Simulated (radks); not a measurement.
Results of a calculation; reference values are marked as such.
Initial-state core-level shifts of the iodine ion I3+ when its valence configuration changes from [Kr] 4d10 5s2 5p2. Level of theory: scalar-relativistic Kohn-Sham, r2SCAN, spin-unpolarised, spherical densities, finite nucleus; meta-GGA in the generalised Kohn-Sham scheme; Fermi nuclear charge, rms radius 4.75 fm (a radial shooting solver on a logarithmic mesh with Libxc functionals). Shifts are changes of the shell-averaged eigenvalues in eV (positive: less bound); the change of the density at the nucleus, which sets a Mossbauer isomer shift, is in e/bohr^3, on a base of 2.569e+05.

valence                2s       2p       3p       3d  density at nucleus
4d9.5 5s2 5p2.5    -5.370   -5.373   -5.125   -5.170              +13.28
4d10 5s1 5p3       -1.398   -1.397   -1.419   -1.419              -83.82
4d8.5 5s2 5p3.5   -16.284  -16.293  -15.487  -15.631              +40.98
4d10 5p4           -2.773   -2.770   -2.815   -2.816             -168.67
4d9 5s2 5p3       -10.798  -10.803  -10.287  -10.380              +26.95
4d10 5s1.5 5p2.5   -0.702   -0.701   -0.712   -0.713              -41.80
4d9.5 5s1 5p3.5    -6.742   -6.743   -6.517   -6.563              -73.60
4d8.5 5s1 5p4.5   -17.606  -17.613  -16.828  -16.975              -52.12
4d8 5s2 5p4       -21.828  -21.842  -20.724  -20.924              +55.35
